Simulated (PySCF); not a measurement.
Argon: a sound run and one with changed settings

Sound run: Ar⁺ [Ne] 3s2 3p5, Ar²⁺ [Ne] 3s2 3p4. All numbers are calculated (PySCF 2.14, no relativity, point nucleus, in aug-cc-pV(D+d)Z (5s4p3d, 32 functions)). The sound run starts from symmetry-adapted Hartree-Fock orbitals and uses a fine grid where one is needed.

Changed run: initial guess atom, at most 5 SCF cycles. This setting is unsound on purpose.

```tsv
species	method	sound run (hartree)	changed run (hartree)	converged
Ar⁺	UHF	-526.26171	-526.26171	no
Ar⁺	B3LYP	-526.96254	-526.96254	no
Ar⁺	PBE	-526.74298	-526.74298	no
Ar²⁺	UHF	-525.29165	-525.29165	no
Ar²⁺	B3LYP	-525.94303	-525.94303	no
Ar²⁺	PBE	-525.72793	-525.72793	no
```

The SCF was stopped early; the energies are upper bounds that still move, and correlated levels were skipped or rest on poor orbitals.
